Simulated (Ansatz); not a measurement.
A thermochemical cycle in electronic energies (no zero-point or thermal terms), species as SMILES, kcal/mol. Each molecule is optimised on its own at B3LYP-D3(BJ)/def2-TZVP (Ansatz, a quantum-chemistry and plane-wave program). Correlated levels leave the core frozen unless marked. UHF or UKS for open shells. Spin-orbit coupling is left out. Frozen are the shells of the preceding noble gas and the d and f shells that filled before the atom's block. No relativistic terms. CBS(X,Y): correlation extrapolated as X^-3; Hartree-Fock from the larger set. Anions need diffuse functions, of which def2-TZVPD holds fewer than the aug- sets.

```tsv
step	CCSD(T)/CBS(aug-cc-pVTZ,aug-cc-pVQZ) (Ansatz)	wB97X-V/def2-TZVPD (Ansatz)
electron affinity EA, positive where the anion is bound: [SeH] (HSe) + e- → [SeH-]	54.4	51.9
deprotonation energy A: [SeH2] (H2Se) -> [SeH-] + H+	344.7	346.7
ionisation of the H atom at the same level, IE	313.7	314.1
```

Find the bond energy D: [SeH2] (H2Se) → [SeH] (HSe) + H atom.

Breaking the bond, ionising the H atom and attaching the electron to the radical add up to the deprotonation, A = D + IE - EA. At CCSD(T)/CBS(aug-cc-pVTZ,aug-cc-pVQZ): D = A - IE + EA = 344.7 - 313.7 + 54.4 = 85.4. At wB97X-V/def2-TZVPD: D = A - IE + EA = 346.7 - 314.1 + 51.9 = 84.5. The functional differs from the first level by -0.9 in D, -2.5 in EA and +2.0 in A; for EA and A the gap mixes functional and basis.
